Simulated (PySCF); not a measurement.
Re(O)3(Me), CH3O3Re, SMILES [CH3][Re](=[O])(=[O])=[O] at its CAM-B3LYP/def2-SVP optimised geometry (Å):

```
8

Re    -0.0213    -1.2453     0.0000
O      1.6751    -1.2453     0.0000
O     -0.6861    -1.9011     1.4163
O     -0.6888    -1.9012    -1.4150
C     -0.5777     0.7568     0.0000
H     -0.1752     1.2449     0.8995
H     -1.6751     0.8277    -0.0004
H     -0.1742     1.2453    -0.8988
```

Level of theory: CAM-B3LYP/def2-TZVP, def2 effective core potentials past Kr (PySCF). The core electrons that the potentials of Re replace are not part of the density.

Map of the deformation density (molecule minus spherical neutral atoms) (e/bohr³) on the plane z = 0.6 Å:

```
|44444444444444444444444444444|
|44444444444444444444444444444|
|44444444444444444444444444444|
|44444444444444444444444444444|
|44444444444444444444444444444|
|44444444444333344444444444444|
|44444444433333333444444444444|
|44444443333333333344444444444|
|44444433333344433334444444444|
|44444333333456543334444444444|
|44444333344479743334444444444|
|44443333344468643334444444444|
|44443333344345543333444444444|
|44444333333344443334444444444|
|44444333333444433334444444444|
|44444433333444333344444444444|
|44444433333322112344444444444|
|44444443333210111345444444444|
|44444443333310221355544444444|
|44444444344420001355544444444|
|44444444444542002344444444444|
|44444444444554323344444444444|
|44444444444444333344444444444|
|44444444444444433334444444444|
|44444444444444333334444444444|
|44444444444444333444444444444|
|44444444444444444444444444444|
|44444444444444444444444444444|
|44444444444444444444444444444|
```
Scale: ten equal steps from -0.067 (start of '0') to 0.097 (end of '9'), in the order '0123456789'; x runs from -4.00 to 4.00, y from -4.00 (bottom) to 4.00 (top).
